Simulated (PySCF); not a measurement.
Spinor energies of W⁶⁵⁺ (tungsten, charge +65)

Start: [He] 2s2 2p5; 2p1/2 filled at m_j = -1/2, +1/2; 2p3/2 filled at m_j = -1/2, +1/2, +3/2. Calculated with PySCF 2.14 in an even-tempered Gaussian basis (17 s from 49 bohr⁻², ratio 2.4; 13 p from 64 bohr⁻², ratio 2.4; 5 d from 220 bohr⁻², ratio 2.6; 4 f from 330 bohr⁻², ratio 2.6): generalised Hartree-Fock with the X2C-1e Hamiltonian and a Gaussian nucleus; one run each with spin-orbit coupling (SO) switched off, then screened by Boettger's factors.

```tsv
spinor shell	electrons	ε, spin-free (eV)	ε, screened SO (eV)	weight of nominal j (screened SO)	rms radius, screened SO (bohr)
1s1/2	2	-76045.3	-76015.4	1.000	0.0207
2s1/2	2	-17813.4	-17804.9	1.000	0.0820
2p1/2	2	-16373.3	-17378.9	1.000	0.0694
2p3/2	3	-16373.3	-15962.4	1.000	0.0763
```

```
   quantity     spin-free   screened SO
E (hartree)  -10464.23070  -10494.14187
        M_J           3/2           3/2
       ⟨J²⟩         3.750         3.750
       ⟨L²⟩         2.000         2.025
       ⟨S²⟩         0.750         0.775
```

Each row is a mean over spinors that exchange with the open shell spreads, by up to 64.690 eV (2s1/2).

Breit and QED terms are absent; they matter most for the inner s and p1/2 levels.

Densities and radii are taken from the X2C orbitals without a picture-change correction, which distorts them close to the nucleus.

Without spin-orbit coupling the j labels of p, d and f shells carry no meaning; the spin-free column gives the mean over the occupied spinors of each nl shell.
